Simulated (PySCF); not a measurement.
# Vertical excitation energies

CH9NO3Si4.
Structure used (PBE0-D3(BJ)/def2-SVP), in Å, numbered top down from 1:
```
atom  x, y, z in Å
N1     1.104   -0.790   -2.127
C2     1.420   -1.145   -1.069
Si3    1.832   -1.633    0.689
O4     0.778   -0.839    1.671
Si5   -0.273    0.443    1.532
O6     0.478    1.621    0.677
Si7    0.476    2.508   -0.737
O8    -1.625   -0.048    0.751
Si9   -2.325   -1.033   -0.394
H10    1.647   -3.100    0.792
H11    3.239   -1.229    0.931
H12   -0.607    0.902    2.889
H13    1.811    2.379   -1.383
H14    0.226    3.937   -0.392
H15   -0.595    2.018   -1.650
H16   -2.316   -0.354   -1.720
H17   -1.570   -2.319   -0.479
H18   -3.727   -1.307    0.029
```

Computed with PySCF 2.14.0, density-fitted response routines, TDDFT CAM-B3LYP/def2-SVPD, vertical, gas phase, core orbitals frozen in the response.

Predict the UV-vis stick spectrum at this level.

```json
{"state": "S1", "E (eV)": "6.83", "E (kJ/mol)": "659", "λ (nm)": "181.6", "f": "0.0002", "main configurations (H = HOMO, L = LUMO)": "H-4→L (51%), H-7→L (15%)"}
{"state": "S2", "E (eV)": "7.30", "E (kJ/mol)": "704", "λ (nm)": "169.9", "f": "0.0029", "main configurations (H = HOMO, L = LUMO)": "H-5→L (24%), H-4→L+1 (18%), H-7→L+1 (14%)"}
{"state": "S3", "E (eV)": "7.35", "E (kJ/mol)": "709", "λ (nm)": "168.7", "f": "0.0001", "main configurations (H = HOMO, L = LUMO)": "H-5→L+1 (31%), H-6→L+1 (14%), H-8→L+1 (13%)"}
{"state": "S4", "E (eV)": "7.48", "E (kJ/mol)": "722", "λ (nm)": "165.8", "f": "0.0018", "main configurations (H = HOMO, L = LUMO)": "H→L (31%), H-5→L+1 (14%), H-2→L (10%)"}
{"state": "S5", "E (eV)": "7.69", "E (kJ/mol)": "742", "λ (nm)": "161.3", "f": "0.0001", "main configurations (H = HOMO, L = LUMO)": "H→L+2 (20%), H-1→L (11%), H-1→L+2 (10%)"}
{"state": "S6", "E (eV)": "7.71", "E (kJ/mol)": "744", "λ (nm)": "160.7", "f": "0.0049", "main configurations (H = HOMO, L = LUMO)": "H-1→L (17%), H-2→L (15%), H-6→L (13%)"}
{"state": "S7", "E (eV)": "7.82", "E (kJ/mol)": "755", "λ (nm)": "158.5", "f": "0.0058", "main configurations (H = HOMO, L = LUMO)": "H-7→L (20%), H→L+2 (12%), H-1→L+2 (12%)"}
{"state": "S8", "E (eV)": "7.90", "E (kJ/mol)": "762", "λ (nm)": "156.9", "f": "0.0044", "main configurations (H = HOMO, L = LUMO)": "H-2→L+2 (20%), H-6→L (12%), H-2→L+3 (11%)"}
{"state": "S9", "E (eV)": "7.95", "E (kJ/mol)": "767", "λ (nm)": "156.0", "f": "0.0035", "main configurations (H = HOMO, L = LUMO)": "H-3→L+2 (18%), H→L+4 (11%), H-1→L+4 (8%)"}
{"state": "S10", "E (eV)": "8.09", "E (kJ/mol)": "780", "λ (nm)": "153.3", "f": "0.0038", "main configurations (H = HOMO, L = LUMO)": "H→L (34%), H→L+2 (15%), H-1→L (11%)"}
```

Triplets, Tamm–Dancoff:

```
state  E (eV)  λ (nm)   main configurations (H = HOMO, L = LUMO)
   T1    5.76   215.2  H-5→L (22%), H-4→L+1 (13%), H-7→L+1 (12%)
   T2    6.23   199.1    H-4→L (32%), H-7→L (16%), H-5→L+1 (11%)
   T3    6.29   197.0  H-4→L+1 (23%), H-7→L+1 (18%), H-5→L (16%)
   T4    6.87   180.5     H-6→L (31%), H-10→L (18%), H-7→L (10%)
```

The lowest singlet lies at 6.83 eV (182 nm, vacuum ultraviolet) and is dark (f under 0.0005); its leading configuration is HOMO-4→LUMO (51%). The largest oscillator strength of a single state is 0.0058. Löwdin shares by element: HOMO oxygen 38% or more, silicon 22% or more (atoms not listed hold the other 40%); LUMO silicon 25% or more, carbon 22%, nitrogen 20%, oxygen 8% or more (atoms not listed hold the other 24%). The listed states span 1.26 eV, and the widest gap between neighbours is 0.47 eV (S1 to S2). Orbital energies (eV): HOMO-3 -10.84, HOMO-2 -10.63, HOMO-1 -10.40, HOMO -10.27, LUMO -0.10, LUMO+1 0.52, LUMO+2 0.79. The oscillator strengths of these states sum to 0.027; summed over the whole spectrum of an exact calculation they would give the number of electrons, 102 (Thomas–Reiche–Kuhn). The vertical ionisation energy (ΔSCF) is 10.95 eV, 2.87 eV above S10. Only the lowest 10 singlets were computed, as vertical energies without vibronic structure.

Hardware: Arm Neoverse N1, one thread, no GPU (shared host). Cost: 24 min wall, 1.4 GiB resident at most.

One conformer stands for the species.
